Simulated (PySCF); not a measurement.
Compound: C₆H₁₁BO₂.
Numbering: `[CH3:1][CH:2]([CH3:3])[C:4]1=[O+:5][BH2-:6][O:7][CH:8]=[CH:9]1` (hydrogens: H10, H11, H12 on C1; H13 on C2; H14, H15, H16 on C3; H17, H18 on B6; H19 on C8; H20 on C9)

Level: PBE0/pcSseg-1 in PySCF, non-relativistic, on one gas-phase PBE0-D3(BJ)/def2-SVP geometry that isn't relaxed in the solvent. The solvent is an IEF-PCM continuum (Bondi radii, 1.10 Å for H, scaled by 1.2). The model holds no explicit solvent molecules, cavitation or dispersion.

Gas phase at PBE0/pcSseg-1: HOMO -7.02 eV, LUMO -2.08 eV, dipole 5.20 D.

Q: What does the continuum do to the energy, the frontier levels and the dipole at PBE0/pcSseg-1 in chloroform and acetone?

A: 
```csv
solvent,ε,E(solvent) − E(gas) (kcal/mol),polarisation term (kcal/mol),distortion of the solute (kcal/mol),HOMO (eV),LUMO (eV),dipole (D)
chloroform,4.711,-5.08,-5.86,0.78,-7.14,-2.01,6.26
acetone,20.49,-6.77,-8.18,1.41,-7.18,-2.00,6.64
```

The polarisation term is half the interaction of the solute with the surface charges that it induces; the rest is the cost of distorting the solute's density. The sum is the electrostatic part of solvation alone. From chloroform to acetone the lowering changes by a factor 1.33, Onsager's factor (ε − 1)/(2ε + 1) by 1.30 and ε itself by 4.3.

Q: Which radius a makes the point-dipole formula ΔE = −[(ε − 1)/(2ε + 1)]·μ²/a³ give the value in acetone, with the gas-phase dipole?

A: μ = 2.046 au and |ΔE| = 0.01078 Eh give a = 2.99 Å; the farthest nucleus lies 3.72 Å from the centroid of the nuclei, so such a sphere wouldn't even hold the nuclei. The formula assumes a rigid point dipole at the centre of a sphere.

Q: Which Hirshfeld charges (PBE0/pcSseg-1) respond most in acetone (means over atoms taken as equivalent)?

A: 
```
  atoms                    environment  gas (e)  solvent (e)  change
     O7             boron-bound oxygen   -0.113       -0.132  -0.019
     O5       oxygen bonded to B and C   -0.103       -0.119  -0.016
    H19               vinylic hydrogen   +0.071       +0.086  +0.015
    H20               vinylic hydrogen   +0.051       +0.066  +0.015
H17/H18                   B–H hydrogen   -0.102       -0.114  -0.012
     B6          four-coordinate boron   +0.043       +0.032  -0.011
     C9               alkene CH carbon   -0.115       -0.106  +0.009
     C8  vinylic carbon bearing oxygen   +0.119       +0.125  +0.006
```

Q: Which Mayer bond orders change most in acetone?

A: 
| bond | length (Å) | gas | solvent | change |
| --- | --- | --- | --- | --- |
| O7–C8 | 1.271 | 1.393 | 1.347 | -0.046 |
| C4–O5 | 1.273 | 1.395 | 1.351 | -0.044 |
| O5–B6 | 1.533 | 0.663 | 0.687 | +0.024 |
| B6–O7 | 1.527 | 0.679 | 0.702 | +0.023 |
| C8–C9 | 1.389 | 1.424 | 1.442 | +0.018 |
| B6–H17 | 1.225 | 0.969 | 0.958 | -0.011 |
| B6–H18 | 1.211 | 0.983 | 0.973 | -0.010 |
| C8–H19 | 1.101 | 0.962 | 0.955 | -0.007 |

Q: How do the nuclear quadrupole coupling constants eQVzz/h respond in acetone?

A: 
| nucleus | Q (barn) | gas (MHz) | solvent (MHz) | η gas | η solvent |
| --- | --- | --- | --- | --- | --- |
| 17O at O5 | -0.0256 | -7.10 | -7.21 | 0.79 | 0.66 |
| 11B at B6 | 0.04059 | -2.67 | -2.44 | 0.77 | 0.80 |
| 17O at O7 | -0.0256 | -7.13 | -7.21 | 0.71 | 0.58 |

Hardware: Intel Xeon at 2.50 GHz, one thread, no GPU, shared host with 64 logical CPUs at a one-minute load of 62. Cost: 1.9 min wall, 1.2 GiB resident at most. This is the whole shielding run at PBE0/pcSseg-1 in acetone, SCF included.

Conformer computed: `[CH3:1][CH:2]([CH3:3])[C:4]1=[O+:5][BH2-:6][O:7][CH:8]=[CH:9]1`: C1–C2–C4–O5 134°.
